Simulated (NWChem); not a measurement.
System: AlSiH₄O₂F; SMILES [OH][Al]([F])[O][SiH3]

```xyz
9

Al    -0.0016     0.9981     0.0010
F      1.3935     1.9181    -0.0016
O     -1.5353     1.7408    -0.0009
H     -1.6234     2.7068    -0.0058
O      0.1251    -0.6860     0.0068
Si     0.0274    -2.3431    -0.0019
H     -1.3894    -2.7891    -0.2489
H      0.4835    -2.8897     1.3242
H      0.9065    -2.9021    -1.0882
```
Atoms are numbered in this order, from 1.

Computed with NWChem. Pople sets run with spherical d functions. Medium grid unless said otherwise, to which SCAN and Minnesota functionals are sensitive. The geometry was optimised at PBE-D3(BJ)/def2-SVP. B3LYP is NWChem's, with the RPA form of VWN correlation. Total energies of different functionals are on different scales.

| level | energy (Ha) | highest occupied level (eV) | orbital gap (eV) | dipole (D) |
|---|---|---|---|---|
| B3LYP/6-31G* | -784.8265 | -8.44 | 7.36 | 0.97 |
| PBE/6-31G* | -784.2261 | -7.18 | 5.51 | 1.02 |
| PBE0/6-31G* | -784.2869 | -8.71 | 7.93 | 0.97 |
| MN15-L/6-31G* | -784.4211 | -7.87 | 6.68 | 1.20 |
| TPSS/6-31G* | -784.8464 | -7.39 | 5.91 | 1.04 |
| r2SCAN0/6-31G* | -784.5775 | -8.97 | 8.51 | 0.98 |
| M06/6-31G* | -784.6752 | -8.71 | 7.85 | 0.96 |
| LC-BLYP (range parameter 0.33 per bohr)/6-31G* | -783.9591 | -10.90 | 11.84 | 0.96 |
